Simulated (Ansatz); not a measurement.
Compare A (`[OH][GeH2][SiH2][SiH3]`) with its isomer B (`[SiH3][SiH2][O][GeH3]`).

Computed with Ansatz on PBE0-D4/def2-TZVP structures; ΔE is electronic, products minus reactants. CCSD(T)/CBS is the MP2 limit (def2-TZVPP, def2-QZVPP) plus CCSD(T) − MP2 in def2-TZVPP, frozen cores. Functionals use def2-TZVPP. B3LYP here is the variant with VWN-RPA as its local correlation; programs differ in this. For Ge outer-core shells are correlated without core-valence functions, which leaves a few kJ/mol of doubt a bond. Scalar relativity is left out up to krypton. Each species was taken in one conformer, which may not be the lowest.

(1) Which is lower in electronic energy at CCSD(T)/CBS, and by how much? (Best estimate.)

(2) Give E(B) − E(A) in kJ/mol with B3LYP, PBE-D4, r2SCAN-D4, CCSD/def2-TZVPP, BLYP-D4, B2PLYP, PBE0-D4. (An estimate is asked.)

(3) Does the order hold for the free energy at 298.15 K (harmonic terms from PBE0-D4)? (Best estimate.)

Largest T1 diagnostic: 0.013.

Answers

(1) Ansatz gave: B, by 74.8 kJ/mol.

(2) Ansatz gave: B3LYP -75.1, PBE-D4 -52.8, r2SCAN-D4 -69.1, CCSD/def2-TZVPP -79.5, BLYP-D4 -70.6, B2PLYP -78.9, PBE0-D4 -60.7. None reverses the order clearly.

(3) Ansatz gave: Yes: G(B) − G(A) = -81.7 kJ/mol, for one conformer each. Modes under 60 cm⁻¹, often nearly free rotors, make the harmonic entropy too high.

From PBE to PBE0 (25 % exact exchange), in def2-TZVPP and without D4, E(B) − E(A) moves by −7.9 kJ/mol. In def2-TZVPP, CCSD(T) changes the Hartree–Fock value by +26.3 kJ/mol (the triples alone add +3.4 kJ/mol) and MP2 by +22.9 kJ/mol.
